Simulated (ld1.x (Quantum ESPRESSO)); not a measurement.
**Reading a pseudo-wave (Hg)**

Columns: radius, all-electron u(r) and pseudo u(r) of the 5d shell (level -10.07 eV) of mercury in the configuration [Kr] 4d10 4f14 5s2 5p6 5d10 6s2 6p0; LDA (PZ), scalar-relativistic, TM semilocal scheme, ld1.x (Quantum ESPRESSO) 7.5.

```tsv
r (bohr)	all-electron	pseudo
0.100	0.2973	0.0029
0.200	-0.0534	0.0226
0.300	-0.4075	0.0718
0.400	-0.3878	0.1560
0.500	-0.1427	0.2721
0.600	0.1596	0.4089
0.700	0.4303	0.5504
0.800	0.6367	0.6797
0.900	0.7762	0.7834
1.000	0.8578	0.8540
1.100	0.8946	0.8905
1.200	0.8987	0.8970
1.300	0.8800	0.8801
1.400	0.8466	0.8472
1.500	0.8042	0.8046
1.600	0.7568	0.7570
1.700	0.7074	0.7074
1.800	0.6577	0.6577
1.900	0.6092	0.6092
2.000	0.5626	0.5626
2.100	0.5185	0.5185
2.200	0.4769	0.4769
2.300	0.4381	0.4381
2.400	0.4021	0.4021
2.500	0.3687	0.3687
2.600	0.3379	0.3379
```

Task: How many radial nodes do the two functions have?

Result: The all-electron 5d function has n − l − 1 = 2; the pseudo-wave has 0, since the states of the same l below it are removed with the core.

Task: At about which radius was the pseudo-wave matched?

Result: 1.85 bohr. The columns agree to 0.0005 from 1.50 bohr on; several derivatives are matched, so the curves merge somewhat inside the radius.

Task: Is the pseudo-wave norm-conserving?

Result: Yes: the TM semilocal scheme keeps the norm inside the radius equal to the all-electron one, which fixes the energy derivative of the logarithmic derivative at the level.
